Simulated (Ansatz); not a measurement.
Rb₃Br₃⁺, 6 atoms. Hardware: 4 threads of Arm Neoverse V2 on a shared host.

In the def2 sets Rb takes a core potential; there is no spin–orbit coupling. Correlated methods freeze 27 core orbitals; core or outer-core shells of Rb, Br are correlated, in sets that lack core-valence functions.

Task: How many basis functions does each of these Ansatz runs have, and roughly what does it cost? MP2/def2-TZVP, charge 1 doublet, energy, from earlier orbitals; PBE-D4/def2-TZVP, charge 1 doublet, energy and forces, from earlier orbitals; RPA@PBE/def2-TZVP, charge 1 doublet, energy, from earlier orbitals; PBE-D4/def2-SVP, charge 1 doublet, energy, from earlier orbitals; r2SCAN-D4/def2-TZVP, charge 1 doublet, energy, from earlier orbitals; PBE-D4/def2-SVP, charge 1 doublet, energy with a search over starts; PBE-D4/def2-SVP, charge 1 doublet, relaxation, 13 steps; HSE06-D4/def2-TZVP, charge 1 doublet, energy, from earlier orbitals; PBE0-D4/def2-SVP, charge 1 doublet, energy, from earlier orbitals; B3LYP-D4/def2-TZVP, charge 1 doublet, energy, from earlier orbitals; PBE0-D4/def2-TZVP, charge 1 doublet, energy, from earlier orbitals.

Result: Other jobs shared the machine, so times can vary by a factor of up to 3. A dash marks memory too small to be measured apart from the calling script's.

| run | functions | fitting or Cholesky vectors | wall time | peak host memory (GiB) |
| --- | --- | --- | --- | --- |
| PBE0-D4/def2-SVP, charge 1 doublet, energy, from earlier orbitals | 168 | 1607 | 10 s | 0.91 |
| HSE06-D4/def2-TZVP, charge 1 doublet, energy, from earlier orbitals | 243 | 1992 | 17 s | 1.5 |
| B3LYP-D4/def2-TZVP, charge 1 doublet, energy, from earlier orbitals | 243 | 1992 | 19 s | 1.3 |
| PBE-D4/def2-SVP, charge 1 doublet, energy, from earlier orbitals | 168 | 1845 | 19 s | 0.64 |
| MP2/def2-TZVP, charge 1 doublet, energy, from earlier orbitals | 243 | 1992 | 21 s | 1.4 |
| PBE0-D4/def2-TZVP, charge 1 doublet, energy, from earlier orbitals | 243 | 1992 | 23 s | 1.3 |
| PBE-D4/def2-TZVP, charge 1 doublet, energy and forces, from earlier orbitals | 243 | 2100 | 34 s | 1.1 |
| PBE-D4/def2-SVP, charge 1 doublet, energy with a search over starts | 168 | 1845 | 39 s | 0.66 |
| RPA@PBE/def2-TZVP, charge 1 doublet, energy, from earlier orbitals | 243 | 1992 | 42 s | 1.3 |
| r2SCAN-D4/def2-TZVP, charge 1 doublet, energy, from earlier orbitals | 243 | 2100 | 77 s | 1.4 |
| PBE-D4/def2-SVP, charge 1 doublet, relaxation, 13 steps | 168 | 1845 | 77 s | – |
